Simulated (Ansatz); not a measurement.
`C=C([SiH3])[SeH]` and `C=C([SeH])[SiH2]F` differ in one atom or group.

Ansatz, PBE0-D4/def2-TZVP geometries, multiplicity 1. Each molecule was computed in one conformer, which needn't be the lowest.

Scalar relativity is left out up to krypton.

```tsv
property	`C=C([SiH3])[SeH]`
HOMO–LUMO gap (PBE0/def2-TZVPP) / eV	5.89
HOMO–LUMO gap (PBE/def2-TZVPP) / eV	3.91
size of the dipole moment (PBE/def2-TZVPP) / D	0.47
HOMO energy (PBE0/def2-TZVPP) / eV	-6.56
HOMO energy (B3LYP/def2-TZVPP) / eV	-6.34
HOMO energy (PBE/def2-TZVPP) / eV	-5.52
```

Question: Give the same properties after the change, and the shifts. (Best estimate.)

Answer: Computed: 
| property | `C=C([SeH])[SiH2]F` | shift |
| --- | --- | --- |
| HOMO–LUMO gap (PBE0/def2-TZVPP) / eV | 5.92 | 0.03 |
| HOMO–LUMO gap (PBE/def2-TZVPP) / eV | 3.92 | 0.01 |
| size of the dipole moment (PBE/def2-TZVPP) / D | 0.71 | 0.24 |
| HOMO energy (PBE0/def2-TZVPP) / eV | -6.80 | -0.24 |
| HOMO energy (B3LYP/def2-TZVPP) / eV | -6.58 | -0.24 |
| HOMO energy (PBE/def2-TZVPP) / eV | -5.74 | -0.22 |

Dipoles are sizes alone; their direction can turn.

B3LYP here is the variant with VWN-RPA as its local correlation; programs differ in this.

Spin–orbit coupling is left out; it splits and shifts lone-pair levels of the heavy atoms by tenths of an eV.
